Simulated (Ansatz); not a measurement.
# Relaxing a trial structure of AlClH3NSi2

The starting geometry of this gas-phase singlet was optimised with GFN2-xTB.

```tsv
atom	x (Å)	y (Å)	z (Å)
Al	0.1422	-1.1516	-1.3532
Cl	-1.3959	-1.6612	-2.5779
N	0.0894	-1.6186	0.4669
Si	0.1790	-2.9149	1.6100
Si	-0.0653	0.0755	0.7296
H	1.5291	-1.1471	-2.0328
H	1.5069	-3.4684	1.1908
H	0.0411	0.2351	2.2130
```

Q: Where would you expect an optimisation with BLYP-D3(BJ)/def2-SVP to take it?

A: It rearranges, giving a structure with H7 bridging Al1 and Si4, given below by its coordinates. Distances that change by over a tenth: Al1–Si4 (3.45 → 2.70 Å), Si4–H7 (1.50 → 1.69 Å). Contacts that open: Al1–Si5 (2.43 → 3.45 Å). Contacts that close: Al1–H7 (3.70 → 1.88 Å).

The energy falls by 0.91 eV over 21 steps:

```tsv
step	E − E(last) (eV)
1	0.906
3	0.590
5	0.504
8	0.263
10	0.073
12	0.012
14	0.000
17	0.000
19	0.000
21	0.000
```

Final geometry (Å):

| atom | x (Å) | y (Å) | z (Å) |
| --- | --- | --- | --- |
| Al | 0.4980 | -1.7874 | -1.2081 |
| Cl | -1.2673 | -2.2663 | -2.3091 |
| N | 0.1835 | -0.9953 | 0.4757 |
| Si | 0.4115 | -2.4478 | 1.4127 |
| Si | -0.2208 | 0.5852 | 1.1953 |
| H | 1.8719 | -1.5472 | -1.9465 |
| H | 0.7851 | -3.2327 | -0.0412 |
| H | -0.2354 | 0.0403 | 2.6676 |

Frequencies at the end are all real (lowest 51 cm⁻¹). Run with Ansatz 0.2.0, 30 s on 2 threads of Intel(R) Xeon(R) Platinum 8375C CPU @ 2.90GHz (Ice Lake), on a shared host.
